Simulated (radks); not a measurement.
Spherical quantum dot in the effective-mass picture: electrons in a parabolic well V = omega^2 r^2 / 2 with omega = 0.669, all in effective atomic units (hartree* = m*/eps^2 hartree, bohr* = eps/m* bohr), one dielectric constant everywhere. Method: non-relativistic Kohn-Sham, r2SCAN, spin-polarised, spherical densities, generalised Kohn-Sham scheme; computed with a radial shooting solver with Libxc functionals. Levels are named by radial order and angular momentum (1s, 1p, 1d, 2s, ...), and open shells are averaged over m.

N = 3, configuration 1s2 1p(up 1, down 0). This is the lowest configuration that the search found. Occupied and some empty levels:

level    occupation  eigenvalue (hartree*)  <r> (bohr*)
1s up             1                 2.1960        1.577
1s down           1                 2.2673        1.546
1p up             1                 2.7479        1.995
1p down           0                 2.8203        1.979
1d up             0                 3.3641        2.325
1d down           0                 3.4295        2.302
2s up             0                 3.4574        2.115
2s down           0                 3.4881        2.079
1f up             0                 4.0202        2.618
1f down           0                 4.0895        2.568

Energy (hartree*): total 5.17256, kinetic 1.5156, external 2.2467, Hartree 2.3650, exchange-correlation -0.95472.
